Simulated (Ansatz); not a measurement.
A structure relaxed at r2SCAN-D4/def2-TZVP in Ansatz, charge 0, singlet:

```xyz
3

Hf    0.0445    1.4690    0.0712
Hf    0.0199   -0.7352   -1.2744
Si   -0.0644   -0.7338    1.2032
```

Problem. Give its formula and point group.

Solution. Hf₂Si. Point group C2v (tolerance 0.1 Å).

Problem. Summarise the bond lengths by kind (pairs closer than 1.2 times the sum of covalent radii, bridged metal pairs left out).

Solution. 2 × Hf–Si 2.48 Å; 1 × Hf–Hf 2.58 Å.

In the def2 sets Hf takes a core potential; there is no spin–orbit coupling. The restricted singlet is unstable: a solution with broken spin symmetry lies lower. At r2SCAN-D4/def2-TZVP a triplet of charge 0 lies 0.40 eV below the restricted singlet, each at its own geometry. The structure comes from a short search, and lower isomers may exist.
